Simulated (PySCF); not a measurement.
**Fractional electron number in Hf²⁺ (hafnium, charge +2)**

The 5d alpha orbital of [Xe] 4f14 5d2 is emptied in steps (occupation f), with all orbitals relaxed, ending at [Xe] 4f14 5d1. Calculation: PySCF 2.14, in def2-SVP with the def2 core potential (60 electrons) (6s3p2d1f, 32 functions); a scalar-relativistic core potential. The exact energy is a straight line in f; departures are measured from the line between the end points of the same method.

```
   f  UHF (eV)  LDA (eV)  PBE (eV)
   1     0.000     0.000     0.000
0.75     0.069    -0.966    -0.941
 0.5     0.089    -1.286    -1.257
0.25     0.065    -0.966    -0.943
   0     0.000     0.000     0.000
```

| method | E(f=0) − E(f=1) (eV) | −ε at f=1 (eV) | −ε at f=0.5 (eV) |
| --- | --- | --- | --- |
| UHF | 21.544 | 21.923 | 21.534 |
| LDA | 22.583 | 17.518 | 22.574 |
| PBE | 22.607 | 17.627 | 22.600 |

Orbital energy along the path (eV):

```csv
f,UHF,LDA,PBE
1,-21.923,-17.518,-17.627
0.75,-21.719,-20.066,-20.091
0.5,-21.534,-22.574,-22.600
0.25,-21.364,-25.158,-25.124
0,-21.208,-27.728,-27.630
```

Reference removal energy between the ground levels: 22.55 ± 0.04 eV (theoretical estimate listed by NIST; NIST Atomic Spectra Database, ionization energies). The calculation has no spin-orbit coupling. UHF lacks correlation.
